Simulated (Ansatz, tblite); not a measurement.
Removing and adding an electron: (CuH)2 ring (Cu₂H₂). Total charge 0; singlet. Geometry: r2SCAN-D4/def2-TZVP. Ansatz, gas phase; energy differences of separate SCF runs; the oxidised species was run as a doublet alone; the reduced species was run as a doublet alone.

```xyz
4

Cu    0.111    0.641    0.855
H     1.176   -0.640    0.330
Cu   -0.111   -0.641   -0.855
H    -1.176    0.640   -0.330
```

The xTB rows come from tblite. Correlated methods freeze 18 core orbitals. In CCSD on the charge 1 doublet the largest single amplitude is 0.15, so its Hartree–Fock determinant may place the open shell otherwise than the density functionals do.

```
               level  −HOMO (eV)  vertical IE (eV)  −LUMO (eV)  vertical EA (eV)  HOMO–LUMO gap (eV)  IE − EA (eV)                       remarks
            GFN1-xTB       11.24             14.00        8.51              5.55                2.73          8.44                             –
            GFN2-xTB        9.17             12.57        3.50              1.60                5.67         10.97                             –
       HF/def2-TZVPP           –              7.24           –                 –                   –             –                             –
    PBE-D4/def2-TZVP        4.33              7.55        3.28                 –                1.04             –                             –
   PBE-D4/def2-TZVPD        4.44                 –        3.35              1.17                1.09             –  HOMO above zero (-1 doublet)
 r2SCAN-D4/def2-TZVP        4.40              7.49        2.93                 –                1.48             –                             –
r2SCAN-D4/def2-TZVPD        4.50                 –        2.98              1.10                1.52             –  HOMO above zero (-1 doublet)
   PBE0-D4/def2-TZVP        5.48              7.66        2.19                 –                3.29             –                             –
  PBE0-D4/def2-TZVPD        5.57                 –        2.25              0.80                3.32             –  HOMO above zero (-1 doublet)
      MP2/def2-TZVPP           –              7.82           –                 –                   –             –                             –
     CCSD/def2-TZVPP           –              7.86           –                 –                   –             –                             –
  CCSD(T)/def2-TZVPP           –              7.80           –                 –                   –             –                             –
```

Run but left out: HF/def2-TZVPD, MP2/def2-TZVPD, CCSD/def2-TZVPD, CCSD(T)/def2-TZVPD (flagged by the program: other roots).   A HOMO above zero means that the electron is unbound at that level or that self-interaction error raises the level; the energy of removing that electron tells which. Raw xTB energy differences between charge states are shifted by several eV; the methods need an empirical correction for them.
